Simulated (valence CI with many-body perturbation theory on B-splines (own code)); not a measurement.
**Sensitivity of CI+MBPT for Tb25+**

Computed by valence CI with perturbative core correlation (CI+MBPT): four valence electrons over a frozen Dirac-Fock core [Kr], radial functions for each j: 6 s, 6 p, 5 d, 5 f, 1 g, with the one-electron correlation potential Σ1 (screened to all orders), the two-electron term Σ2, the three-electron term Σ3, Breit, model QED; selected single and double excitations, second order for the rest, scaled by the run's own slope (own B-spline code, finite nucleus).

No measured spectrum was set against this ion. As an estimate, terms of the open shell hold to 2 to 4 % of their energy, and close levels can change places. Only levels of the ground parity were solved; by the run's estimate the other parity begins above the list, which can be wrong where configurations are misplaced.

The reference run has the lowest level (4d3/2^4) J=0 and an ionisation energy of 867.522 eV. Its largest variational space holds 9118 state functions.

Levels are named by their leading jj configuration (3d3/2^4 stands for four electrons in 3d with j = 3/2), which in mixed levels can hold well under half, so a name can repeat and another be missing. Letters in brackets count levels of one name in rising energy.

Changed runs:
A. highest l in the core sums 6 → 5; orbitals per symmetry with explicit Σ2 and valence Breit (the others get mean screening factors) 5 → 1
B. QED terms on → off; averaging of valence orbitals over low configurations on → off
C. Davidson tolerance 2e-05 → 0.001; selection threshold (hartree) 2e-08 → 1e-06
D. logarithmic knot step 0.27 → 0.8 (bad on purpose)

Excitation energies of the reference run in cm⁻¹, and shifts in cm⁻¹:

| Level | Reference | A | B | C | D |
| --- | --- | --- | --- | --- | --- |
| (4d3/2^3 4d5/2) J=1 | 45873 | -29 | -168 | +0.1 | +108 |
| (4d3/2^3 4d5/2) J=2 | 70662 | -17 | -218 | 0 | +141 |
| (4d3/2^3 4d5/2) J=4 | 77738 | +82 | -176 | +0.6 | +121 |
| (4d3/2^3 4d5/2) J=3 | 81811 | +19 | -216 | +0.2 | +142 |
| (4d3/2^2 4d5/2^2) J=0 | 117409 | +57 | -339 | +0.2 | +219 |
| (4d3/2^2 4d5/2^2) J=4 [a] | 123034 | +66 | -342 | +0.4 | +227 |
| (4d3/2^2 4d5/2^2) J=2 [a] | 128480 | +95 | -305 | -0.3 | +197 |
| (4d3/2^2 4d5/2^2) J=3 [a] | 129242 | +72 | -321 | +0.2 | +213 |
| (4d3/2^2 4d5/2^2) J=5 | 140201 | +132 | -334 | 0 | +229 |
| (4d3/2^2 4d5/2^2) J=1 | 145522 | +87 | -363 | -0.5 | +234 |
| (4d3/2^2 4d5/2^2) J=6 | 148602 | +176 | -337 | -0.1 | +235 |
| (4d3/2^2 4d5/2^2) J=4 [b] | 158311 | +154 | -352 | +0.2 | +237 |
| Ionisation energy (eV) | 867.522 | +0.140 | -0.046 | -0.00064 | +0.034 |
